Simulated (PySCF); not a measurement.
CH₃BrZn, SMILES [CH3][Zn][Br]. Coordinates come from a PBE-D3(BJ)/def2-SVP optimisation. The structure was generated by enumeration; whether it is a known compound was not checked.

The numbers are results of PBE-D3(BJ)/def2-SVP run with PySCF, not measurements.

Harmonic wavenumbers (cm⁻¹): 104, 104, 282, 570, 683, 683, 1153, 1378, 1378, 2982, 3089, 3089. Rotational constants (GHz): 155.1, 1.532, 1.532; symmetry number 3.

Task: Work out the zero-point energy and the ideal-gas rigid-rotor harmonic-oscillator thermochemistry at 298.15 K and 1 atm.

Result: ZPE = ½ Σ hcν = ½ × 15496 cm⁻¹ = 92.68 kJ/mol. H − E(el) = 108.77 kJ/mol. Entropy in J/(mol K): translation 172.07, rotation 92.51, vibration 39.86, total 304.44. G − E(el) = 18.00 kJ/mol. Cp = 70.43 J/(mol K). Modes under 150 cm⁻¹ make the vibrational entropy uncertain.
